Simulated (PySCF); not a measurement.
Compound: C3H10O2SSi.
SMILES with atom numbers: `[CH3:1][O:2][SiH2:3][O:4][CH2:5][CH2:6][SH:7]` (hydrogens: H8, H9, H10 on C1; H11, H12 on Si3; H13, H14 on C5; H15, H16 on C6; H17 on S7)

Cartesian coordinates in Å at the GFN2-xTB level; atoms count from 1:
```xyz
17
C3H10O2SSi angstrom
C      3.3461    0.0145    0.7927
O      2.1501   -0.5117    0.3263
Si     0.7380    0.2671    0.3055
O     -0.1543   -0.9356   -0.2953
C     -1.4575   -0.8808   -0.7528
C     -2.4316   -0.3008    0.2609
S     -2.3175    1.5228    0.2445
H      3.6106    0.9253    0.2500
H      4.1277   -0.7309    0.6429
H      3.2794    0.2549    1.8566
H      0.7734    1.4458   -0.5617
H      0.3336    0.6483    1.6631
H     -1.7587   -1.9095   -0.9828
H     -1.5043   -0.2871   -1.6758
H     -2.1798   -0.6529    1.2596
H     -3.4546   -0.5751    0.0046
H     -3.1079    1.7178    1.3013
```

Method: TDDFT PBE0/def2-SVPD, vertical, gas phase, core orbitals frozen in the response (PySCF 2.14.0, density-fitted response routines). The geometry optimisation had not met its thresholds, so the values belong to a structure short of the stationary point.

Transition dipole moments from the ground state, in atomic units and in the frame of the coordinates above (overall signs are arbitrary), for the states with f of 0.002 or more among the lowest 8:

```json
{"state": "S1", "E (eV)": "5.405", "μx": "-0.232", "μy": "0.066", "μz": "-0.071"}
{"state": "S2", "E (eV)": "6.239", "μx": "0.412", "μy": "-0.085", "μz": "0.230"}
{"state": "S3", "E (eV)": "6.737", "μx": "-0.106", "μy": "0.132", "μz": "-0.093"}
{"state": "S4", "E (eV)": "6.853", "μx": "0.513", "μy": "-0.175", "μz": "0.062"}
{"state": "S5", "E (eV)": "7.030", "μx": "0.126", "μy": "0.031", "μz": "0.082"}
{"state": "S7", "E (eV)": "7.338", "μx": "0.071", "μy": "-0.290", "μz": "0.051"}
{"state": "S8", "E (eV)": "7.411", "μx": "0.084", "μy": "0.098", "μz": "-0.379"}
```

Task: Work out the oscillator strengths.

Result: f = (2/3) ΔE |μ|² with ΔE in hartree (27.2114 eV).

```
state  |μ|² (au)  |μ| (D)      f
   S1      0.063     0.64  0.008
   S2      0.230     1.22  0.035
   S3      0.037     0.49  0.006
   S4      0.298     1.39  0.050
   S5      0.023     0.39  0.004
   S7      0.092     0.77  0.017
   S8      0.160     1.02  0.029
```

Task: Which bond between heavy atoms lies closest to the direction of the S4 transition dipole?

Result: O2–Si3, at 12° from it; next O4–C5 at 21°.

Task: What angle do the transition dipoles of S2 and S7 make?

Result: |cos θ| = |μa·μb| / (|μa| |μb|) = 0.45, so θ ≈ 63° (taken between 0 and 90°, since the signs are arbitrary).

Task: What peak molar absorption coefficient would the strongest computed level give as a lone Gaussian band 0.3 eV wide at half height?

Result: ε(max) = 2.175×10⁸ f / FWHM, with the width in cm⁻¹. S4: 2.175×10⁸ × 0.0500 / 2420 ≈ 4500 L mol⁻¹ cm⁻¹.

Hardware: one thread of an Arm Neoverse V1 (shared host). Cost: 55 s wall, 0.90 GiB resident at most.

One conformer stands for the species.
